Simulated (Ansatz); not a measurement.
Isolated molecules relaxed with PBE0-D4/def2-TZVP in Ansatz; ΔE leaves out vibrations. CCSD(T)/CBS adds triple-zeta CCSD(T) − MP2 to the extrapolated MP2 energy (def2 sets, frozen cores). Functionals use def2-TZVPP. B3LYP here is the variant with VWN-RPA as its local correlation; programs differ in this. Each species was taken in one conformer, which may not be the lowest.

`N[SiH](Cl)O[SiH3]` + `N[SiH2][Si](N)(Cl)Cl` → `N[SiH](Cl)[Si](N)(Cl)Cl` + `N[SiH2]O[SiH3]`  (redistribution)

Task: Is it downhill or uphill in electronic energy at CCSD(T)/CBS, and by how much? (Best estimate.)

Result: Ansatz gave: Nearly level: ΔE = -0.5 kcal/mol.

Task: What do these levels give: PBE-D4, r2SCAN-D4, ωB97M-V, B2PLYP, r2SCAN, B3LYP, MP2/def2-TZVPP, CCSD/def2-TZVPP, HF/def2-QZVPP, SCS-MP2/def2-QZVPP, MP2/CBS(def2), CCSD/CBS(def2)? (Estimate.)

Result: Computed: PBE-D4 -1.0, r2SCAN-D4 -0.4, ωB97M-V -0.5, B2PLYP -0.7, r2SCAN -0.3, B3LYP -0.8, MP2/def2-TZVPP -0.6, CCSD/def2-TZVPP -0.1, HF/def2-QZVPP 0.1, SCS-MP2/def2-QZVPP -0.7, MP2/CBS(def2) -0.9, CCSD/CBS(def2) -0.3 kcal/mol.

Largest T1 diagnostic among the species: 0.011.
